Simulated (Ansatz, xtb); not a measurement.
## Relaxing a trial structure of CH5AlSe+

The starting geometry of this gas-phase doublet has its atoms placed at random.

```yaml
atoms:
  - { symbol: C, position_ang: [-0.8541, 1.7849, -0.8399] }
  - { symbol: Al, position_ang: [0.1435, -1.2832, 0.0810] }
  - { symbol: Se, position_ang: [-0.2029, -0.9076, -2.0425] }
  - { symbol: H, position_ang: [-0.9435, -2.1060, -0.3063] }
  - { symbol: H, position_ang: [-1.0319, 0.3477, -1.1477] }
  - { symbol: H, position_ang: [0.1351, 0.9708, -1.1386] }
  - { symbol: H, position_ang: [0.3817, 0.7885, 0.1708] }
  - { symbol: H, position_ang: [-1.0955, -0.1244, -0.0838] }
```

Problem. Guess where an optimisation with r2SCAN-D4/def2-SVP ends from this start.

Solution. It ends as a structure given below by its coordinates. Distances that change by over a tenth: C1–Al2 (3.36 → 2.30 Å), C1–H6 (1.32 → 1.10 Å). Contacts that open: Al2–H8 (1.70 → 2.77 Å), Se3–H5 (1.75 → 3.32 Å). Contacts that close: C1–H5 (1.48 → 1.12 Å), C1–H7 (1.88 → 1.12 Å), C1–H8 (2.07 → 1.10 Å).

The energy falls by 12.55 eV over 21 steps:

```tsv
step	E − E(last) (eV)
1	12.546
3	8.539
5	6.232
8	2.897
10	0.747
12	0.234
14	0.073
17	0.003
19	0.000
21	0.000
```

Final geometry (Å):

```xyz
8

C    -0.6400    0.8723   -0.4579
Al   -0.2714   -1.3797   -0.7606
Se    0.9886   -1.7326   -2.6095
H    -1.0390   -1.9700    0.4575
H    -1.2060    0.3839   -1.2871
H    -0.4513    1.8794   -0.8623
H     0.3924    0.5038   -0.2454
H    -1.2410    0.9138    0.4583
```

From the same start GFN2-xTB reaches the same bonding as this run.

From so rough a start the end depends on the optimiser's path, so another program may land elsewhere. No frequencies were run, so the end isn't proven a minimum. Open shells are spin-unrestricted. Run with Ansatz 0.2.0, 3.2 min on 2 threads of Arm Neoverse V1, with other jobs on the host.
